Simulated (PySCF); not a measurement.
Si(Cl)(F)2(OAc) (C2H3ClF2O2Si), SMILES CC(=O)O[Si](F)(F)Cl. Atoms are numbered in the order given.

```xyz
11

C     -3.1449     0.2154     0.4580
C     -1.7855     0.1995    -0.1752
O     -1.4933     0.6092    -1.2643
O     -0.8428    -0.3558     0.6432
Si     0.7449    -0.4335     0.1459
F      0.9007    -1.3384    -1.1605
F      1.5078    -1.1750     1.3397
Cl     1.5635     1.3844    -0.1330
H     -3.8689     0.6621    -0.2333
H     -3.4408    -0.8129     0.7140
H     -3.1037     0.7893     1.3958
```
Charge 0, spin multiplicity 1.

Geometry: ωB97X-D3(BJ)/def2-SVP. The values are those of a single conformer.

The numbers are results of PBE/pcSseg-1 (PySCF), not measurements.

GIAO shieldings, no solvent; atoms listed in one row are averaged. δ = σ(ref) − σ: ¹³C against TMS (σ = 182.0 ppm); ¹⁷O against H2O (σ = 334.3 ppm); ²⁹Si against TMS (σ = 335.4 ppm); ¹⁹F against CFCl3 (σ = 133.6 ppm); ³⁵Cl against HCl (σ = 936.5 ppm); ¹H against TMS (σ = 31.49 ppm), references at their B3LYP-D3(BJ)/def2-TZVP geometries, non-relativistic (without spin–orbit terms, shifts of atoms bonded to Cl or Br come out too high).

Computed chemical shifts:
```csv
nucleus,atoms,count,δ (ppm)
¹³C,C2,1,173.6
¹³C,C1,1,24.1
¹⁷O,O3,1,491.4
¹⁷O,O4,1,257.8
²⁹Si,Si5,1,-61.2
¹⁹F,F6,1,-147.9
¹⁹F,F7,1,-156.9
³⁵Cl,Cl8,1,62.2
¹H,"H9, H10, H11",3,2.39
```
